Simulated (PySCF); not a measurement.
PySCF input file for C₂H₃F₃Sn, SMILES [F][Sn]([F])([F])[CH]=C, TDA-PBE0/def2-SVPD. Geometry: r2SCAN-D4/def2-SVP. The structure was generated by enumeration; whether it is a known compound was not checked. The def2 effective core potentials stand for the cores of Sn; spin–orbit coupling is left out. One conformer was computed; it need not be the lowest.

```python
import numpy as np
from pyscf import gto, scf, dft, tdscf

mol = gto.M(
    atom='''
    C     0.00027317   -2.75456021    0.00000000
    C     0.86226009   -1.73213554    0.00000001
    Sn    0.04751359    0.21663659   -0.00000000
    F    -1.87024752    0.01364789   -0.00000002
    F     0.44773925    1.34599713   -1.50551588
    F     0.44773921    1.34599714    1.50551590
    H    -1.08544262   -2.60522009   -0.00000001
    H     0.35831347   -3.79175812    0.00000001
    H     1.94917143   -1.86545608    0.00000003
    ''',
    basis='def2-SVPD',
    ecp={'Sn': 'def2-svp'},
    charge=0,
    spin=0,
    symmetry=True,
    max_memory=1600,
    verbose=4,
)
mf = dft.RKS(mol, xc='pbe0').density_fit(auxbasis='def2-universal-jkfit')
mf.grids.level = 3
mf.conv_tol = 1e-9
mf.max_cycle = 100
mf.kernel()
mf.grids = dft.Grids(mol).set(level=1).build(with_non0tab=True)  # coarser grid for the response kernel
td = tdscf.TDA(mf)
td.singlet = True
td.nstates = 10
td.conv_tol = 1e-4
td.positive_eig_threshold = 1e-6
td.kernel(x0=td.get_init_guess(mf, 15))
td.analyze()
tt = tdscf.TDA(mf)
tt.singlet = False
tt.nstates = 4
tt.conv_tol = 1e-4
tt.positive_eig_threshold = 1e-6
tt.kernel(x0=tt.get_init_guess(mf, 9))
tt.analyze(verbose=3)
```

Output:

```
PySCF version 2.14.0

[INPUT] verbose = 4
[INPUT] num. atoms = 9
[INPUT] num. electrons = 64
[INPUT] charge = 0
[INPUT] spin (= nelec alpha-beta = 2S) = 0
[INPUT] symmetry True subgroup None
[INPUT] Mole.unit = angstrom
[INPUT] Symbol           X                Y                Z      unit          X                Y                Z       unit  Magmom
[INPUT]  1 C      0.000273170000  -2.754560210000   0.000000000000 AA    0.000516216485  -5.205364390524   0.000000000000 Bohr   0.0
[INPUT]  2 C      0.862260090000  -1.732135540000   0.000000010000 AA    1.629435418243  -3.273261781226   0.000000018897 Bohr   0.0
[INPUT]  3 Sn     0.047513590000   0.216636590000   0.000000000000 AA    0.089787672295   0.409383823660   0.000000000000 Bohr   0.0
[INPUT]  4 F     -1.870247520000   0.013647890000  -0.000000020000 AA   -3.534255597947   0.025790774278  -0.000000037795 Bohr   0.0
[INPUT]  5 F      0.447739250000   1.345997130000  -1.505515880000 AA    0.846104557718   2.543565940151  -2.845012689384 Bohr   0.0
[INPUT]  6 F      0.447739210000   1.345997140000   1.505515900000 AA    0.846104482129   2.543565959048   2.845012727178 Bohr   0.0
[INPUT]  7 H     -1.085442620000  -2.605220090000  -0.000000010000 AA   -2.051189275730  -4.923152464315  -0.000000018897 Bohr   0.0
[INPUT]  8 H      0.358313470000  -3.791758120000   0.000000010000 AA    0.677114325043  -7.165384377396   0.000000018897 Bohr   0.0
[INPUT]  9 H      1.949171430000  -1.865456080000   0.000000030000 AA    3.683400172527  -3.525201088605   0.000000056692 Bohr   0.0

nuclear repulsion = 358.161742305835
point group symmetry = Cs
symmetry origin: [-4.10810029e-09  3.08107515e-09  1.84864516e-09]
symmetry axis x: [ 1.00000000e+00 -5.77966476e-10 -2.51363810e-11]
symmetry axis y: [-5.77966476e-10 -1.00000000e+00 -2.47243950e-09]
symmetry axis z: [ 2.51363796e-11 -2.47243950e-09  1.00000000e+00]
num. orbitals of irrep A' = 107
num. orbitals of irrep A" = 58
number of shells = 67
number of NR pGTOs = 256
number of NR cGTOs = 165
basis = def2-SVPD
ecp = {'Sn': 'def2-svp'}


[settings echo left out]
init E= -567.752018736319
HOMO (A") = -0.682372711853967  LUMO (A') = -0.653036502283364  gap/eV = 0.79828
cycle= 1 E= -588.646474109781  delta_E= -20.9  |g|= 3.12  |ddm|= 14.5
HOMO (A") = -0.048489668840201  LUMO (A') = -0.0288437072507023  gap/eV = 0.53459
cycle= 2 E= -530.5076930943  delta_E= 58.1  |g|= 12.5  |ddm|= 58.4
HOMO (A') = -0.275822525809794  LUMO (A") = -0.0914036211668154  gap/eV = 5.01829
cycle= 3 E= -590.727131633053  delta_E= -60.2  |g|= 1.62  |ddm|= 57.8
HOMO (A") = -0.226430115575985  LUMO (A") = -0.0991610849957478  gap/eV = 3.46317
cycle= 4 E= -590.718973223025  delta_E= 0.00816  |g|=  1.7  |ddm|= 3.33
HOMO (A") = -0.350709308707193  LUMO (A") = -0.0751432994864043  gap/eV = 7.49853
cycle= 5 E= -591.252410112228  delta_E= -0.533  |g|= 0.129  |ddm|= 1.62
HOMO (A") = -0.356987439184886  LUMO (A') = -0.0933289386274936  gap/eV = 7.17451
cycle= 6 E= -591.255198860381  delta_E= -0.00279  |g|= 0.126  |ddm|= 0.571
HOMO (A") = -0.349351476091604  LUMO (A') = -0.0859570161393677  gap/eV = 7.16733
cycle= 7 E= -591.258357753659  delta_E= -0.00316  |g|= 0.0303  |ddm|= 0.189
HOMO (A") = -0.350653335506751  LUMO (A') = -0.0828198769623185  gap/eV = 7.28812
cycle= 8 E= -591.25856439429  delta_E= -0.000207  |g|= 0.00548  |ddm|= 0.0622
HOMO (A") = -0.352060664078424  LUMO (A') = -0.0828628377876264  gap/eV = 7.32525
cycle= 9 E= -591.258571011359  delta_E= -6.62e-06  |g|= 0.00212  |ddm|= 0.0114
HOMO (A") = -0.351810679525903  LUMO (A') = -0.0826806546593062  gap/eV = 7.32340
cycle= 10 E= -591.258571889655  delta_E= -8.78e-07  |g|= 0.00104  |ddm|= 0.00357
HOMO (A") = -0.351800384385998  LUMO (A') = -0.0826924431503109  gap/eV = 7.32280
cycle= 11 E= -591.258572105069  delta_E= -2.15e-07  |g|= 0.00034  |ddm|= 0.00137
HOMO (A") = -0.351819065960838  LUMO (A') = -0.082691672778779  gap/eV = 7.32333
cycle= 12 E= -591.258572133363  delta_E= -2.83e-08  |g|= 3.72e-05  |ddm|= 0.000647
HOMO (A") = -0.351816151670148  LUMO (A') = -0.0826902197335357  gap/eV = 7.32329
cycle= 13 E= -591.25857213366  delta_E= -2.97e-10  |g|= 1.36e-05  |ddm|= 0.000113
HOMO (A") = -0.351815718552421  LUMO (A') = -0.082689877239627  gap/eV = 7.32329
Extra cycle  E= -591.25857213362  delta_E= 3.99e-11  |g|= 2.18e-05  |ddm|= 3.77e-05
converged SCF energy = -591.25857213362
tot grids = 41704
Overwritten attributes  positive_eig_threshold  of <class 'pyscf.tdscf.rks.TDA'>


******** <class 'pyscf.tdscf.rks.TDA'> for <class 'pyscf.df.df_jk.DFSymAdaptedRKS'> ********
nstates = 10 singlet
deg_eia_thresh = 1.000e-03
wfnsym = None
conv_tol = 0.0001
eigh lindep = 1e-12
eigh level_shift = 0
eigh max_cycle = 100


Excitation energies (eV)
[5.90511222 6.66910741 7.04843229 7.31419844 7.46687823 7.51491508
 7.64632166 7.70902083 7.71598083 8.03559507]

** Singlet excitation energies and oscillator strengths **
Excited State   1:   A"      5.90511 eV    209.96 nm  f=0.0065
      32 -> 33       -0.69674
Excited State   2:   A"      6.66911 eV    185.91 nm  f=0.0033
      31 -> 34       -0.68697
Excited State   3:   A'      7.04843 eV    175.90 nm  f=0.3632
      25 -> 33        0.13302
      31 -> 33       -0.66063
      32 -> 37        0.11999
Excited State   4:   A"      7.31420 eV    169.51 nm  f=0.0008
      30 -> 33        0.68920
Excited State   5:   A"      7.46688 eV    166.05 nm  f=0.0121
      27 -> 33       -0.40476
      29 -> 33        0.54705
Excited State   6:   A'      7.51492 eV    164.98 nm  f=0.0243
      26 -> 33        0.24853
      28 -> 33        0.62615
Excited State   7:   A'      7.64632 eV    162.15 nm  f=0.0249
      24 -> 33       -0.12098
      26 -> 33       -0.63198
      28 -> 33        0.23135
Excited State   8:   A"      7.70902 eV    160.83 nm  f=0.0480
      23 -> 33        0.13955
      27 -> 33        0.55216
      29 -> 33        0.37699
Excited State   9:   A'      7.71598 eV    160.68 nm  f=0.3043
      25 -> 33        0.17423
      31 -> 35       -0.13569
      32 -> 34        0.62148
      32 -> 37       -0.16090
Excited State  10:   A"      8.03560 eV    154.29 nm  f=0.0141
      32 -> 35       -0.69926

** Transition electric dipole moments (AU) **
state          X           Y           Z        Dip. S.      Osc.
  1        -0.0000     -0.0000     -0.2121      0.0450      0.0065
  2        -0.0000      0.0000      0.1432      0.0205      0.0033
  3         0.3502     -1.4073      0.0000      2.1031      0.3632
  4         0.0000     -0.0000      0.0650      0.0042      0.0008
  5         0.0000     -0.0000     -0.2572      0.0662      0.0121
  6        -0.1067     -0.3475     -0.0000      0.1321      0.0243
  7        -0.3481     -0.1076     -0.0000      0.1327      0.0249
  8         0.0000      0.0000     -0.5041      0.2541      0.0480
  9        -0.4004     -1.2039      0.0000      1.6096      0.3043
 10        -0.0000      0.0000     -0.2675      0.0715      0.0141

WARN: ECP detected. Skipping calculation of transition velocity and magnetic dipole moments, which have not yet been implemented.



******** <class 'pyscf.tdscf.rks.TDA'> for <class 'pyscf.df.df_jk.DFSymAdaptedRKS'> ********
nstates = 4 triplet
deg_eia_thresh = 1.000e-03
wfnsym = None
conv_tol = 0.0001
eigh lindep = 1e-12
eigh level_shift = 0
eigh max_cycle = 100


Excitation energies (eV)
[4.26578465 5.57181128 5.70238232 6.05529669]

** Triplet excitation energies and oscillator strengths **
Excited State   1:   A'      4.26578 eV    290.65 nm  f=0.0000
Excited State   2:   A"      5.57181 eV    222.52 nm  f=0.0000
Excited State   3:   A'      5.70238 eV    217.43 nm  f=0.0000
Excited State   4:   A"      6.05530 eV    204.75 nm  f=0.0000
```

Self-consistency was reached.
